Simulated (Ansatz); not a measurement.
Ansatz results at the PBE0-D4/def2-TZVP geometry: LUMO energy (ωB97M-V/def2-TZVPP) 1.29 eV; LUMO energy (PBE0/def2-TZVPP) -0.50 eV; HOMO–LUMO gap (PBE/def2-TZVPP) 4.89 eV.

Each molecule was computed in one conformer, which needn't be the lowest.

**Question.** Which molecule gave them?
A. `N[AsH]O`
B. `O[SiH2]I`
C. `FC1=CB[SiH2]1`
D. `FC[SiH]([SiH3])S`

**Answer.** D. The others give `FC1=CB[SiH2]1`: 0.03, -2.01, 3.72; `N[AsH]O`: 1.73, 0.01, 5.27; `O[SiH2]I`: 1.50, -0.29, 5.40.
